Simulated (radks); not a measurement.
Values are calculated unless marked as measured or tabulated.
Spherical quantum dot in the effective-mass picture: electrons in a parabolic well V = omega^2 r^2 / 2 with omega = 0.629, with a point charge +1 (a donor) at the centre, all in effective atomic units (hartree* = m*/eps^2 hartree, bohr* = eps/m* bohr), one dielectric constant everywhere. Level of theory: non-relativistic Kohn-Sham, exchange-only LDA, spin-polarised, spherical densities (a radial shooting solver with Libxc functionals). Levels are named by radial order and angular momentum (1s, 1p, 1d, 2s, ...), and open shells are averaged over m. Results are scaled to m* = 0.186 and eps = 5, for which hartree* = 202.5 meV and bohr* = 1.423 nm.

N = 24, configuration 1s2 1p6 1d10 2s2 1f(up 4, down 0). This is the lowest configuration that the search found. Occupied and some empty levels:

level,occupation,eigenvalue (meV),<r> (nm)
1s up,1,1674.0,2.587
1s down,1,1676.3,2.491
1p up,3,1744.4,4.014
1p down,3,1751.7,3.946
2s up,1,1782.2,3.813
2s down,1,1789.1,3.851
1d up,5,1802.4,4.598
1d down,5,1811.6,4.565
1f up,4,1866.1,5.015
1f down,0,1876.2,5.003
2p up,0,1883.9,4.265
2p down,0,1890.0,4.288
1g up,0,1935.9,5.358
1g down,0,1946.3,5.359
2d up,0,1966.2,4.768
2d down,0,1972.7,4.774

Energy (meV): total 26103.2, kinetic 2664.2, external 7581.9, Hartree 17334, exchange-correlation -1476.9.

Electron density:

r (nm),n(r) (e/nm^3)
0.180,0.2256
0.857,0.09087
1.53,0.04325
2.21,0.03061
2.89,0.03149
3.57,0.03392
4.24,0.03131
4.92,0.02285
5.60,0.01257
6.28,0.005018
6.95,0.001424
7.63,0.0002839
8.31,0.00003997
8.99,3.984e-06
